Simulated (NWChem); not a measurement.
## Atomisation of FGaI$_{2}$

SMILES: [Ga]([F])([I])[I]
```xyz
4

Ga     0.0000     0.0000    -0.7083
F      0.0000     0.0000    -2.4610
I     -2.2147     0.0000     0.4161
I      2.2147     0.0000     0.4161
```
Charge 0, spin multiplicity 1.

All runs are NWChem calculations. All single points use one geometry, from B3LYP/def2-SVP with def2 effective core potentials on I, a minimum by its harmonic frequencies.

Basis set: def2-TZVP. The atomisation energy is electronic alone: no zero-point, thermal, spin-orbit or counterpoise terms. No value is extrapolated to the basis-set limit. Free atoms are single determinants with multiplicities Ga 2, F 2, I 2. Correlated methods freeze the same cores in atoms and molecule, 18 orbitals in all.

```csv
method,atomisation energy (kcal/mol),relative cost
HF,168.2,1
PBE,245.0,under 3
LC-wPBE (omega 0.3 per bohr),239.2,20
MP2,257.0,7
BHandHLYP,219.9,under 3
B3LYP,228.0,under 3
PBE0,238.2,under 3
```

The values span 88.9 kcal/mol, from HF (lowest) to MP2 (highest). Relative cost: rough, from shared machines, SCF included, HF = 1. Costs are the molecule's.

Effective core potentials replace the inner electrons of I; spin-orbit coupling is left out. B3LYP has NWChem's definition, with VWN1-RPA local correlation. GW and range-separated runs recompute their integrals, the others keep them in memory, which bears on the times. The structure started from a generated list of species. No SCF solution was tested for a lower state. Open-shell Hartree-Fock references start from PBE0 orbitals; any time given for them includes that run.
